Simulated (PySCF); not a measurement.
**How methods differ on the excitation energy of B**

B [He] 2s2 2p1 (2P) → B [He] 2s1 2p2 (4P), as a difference of total energies. Computed with PySCF 2.14 in aug-cc-pV5Z (7s6p5d4f3g2h, 127 functions), with no relativity, point nucleus. Correlated levels: valence: 1s2 frozen. The calculations carry no spin-orbit coupling.

| method | excitation energy (eV) |
| --- | --- |
| UHF | 2.189 |
| LDA | 3.285 |
| PBE | 3.273 |
| PBE0 | 3.220 |
| r2SCAN | 2.940 |
| MN15 | 3.600 |
| wB97X-V | 3.536 |
| HSE06 | 3.218 |
| MP2 (valence) | 3.171 |
| SCS-MP2 (valence) | 3.574 |

**Question.** How much does correlation contribute at MP2 (valence)?

**Answer.** 3.171 − (2.189) = 0.982 eV, measured against UHF.
